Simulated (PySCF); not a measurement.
**P(OH)₂ + Br₂ → PO₂ + 2 HBr**

Level: PBE0 in the def2-TZVP basis family, all electrons, no relativity, computed in PySCF with density fitting; open shells unrestricted.

| species | state and structure | E (Eh) | ZPE (kJ/mol) | H(298 K) − H(0) (kJ/mol) | S° (J/(mol K)) |
| --- | --- | --- | --- | --- | --- |
| P(OH)₂ | doublet, C2, O–H 0.965 Å (×2), P–O 1.637 Å (×2); H–O–P 114.2° (×2), O–P–O 103.0° | -492.80177 | 71.9 | 14.1 | 280.2 |
| Br₂ | singlet, D∞h, Br–Br 2.281 Å | -5147.70672 | 2.0 | 9.7 | 244.8 |
| PO₂ | doublet, C2v, P–O 1.465 Å (×2); O–P–O 134.7° | -491.58679 | 17.2 | 10.8 | 254.3 |
| HBr | singlet, C∞v, H–Br 1.421 Å | -2574.45811 | 16.0 | 8.7 | 198.5 |

What is the electronic reaction energy?

At PBE0/def2-TZVP, ΔE = 14.4 kJ/mol from the differences of the total energies times 2625.5, uphill. 

Add zero-point, thermal and entropy terms for 298.15 K and 1 bar.

ΔZPE = -24.7 and Δ[H(298) − H(0)] = 4.4 kJ/mol give ΔH° = -5.9 kJ/mol. ΔS° = 126.3 J/(mol K), so ΔG° = -5.9 − 298.15 × (0.1263) = -44 kJ/mol and log₁₀K = 7.6.

Each species is the lowest minimum found with this bonding; other isomers or fragments can lie lower.
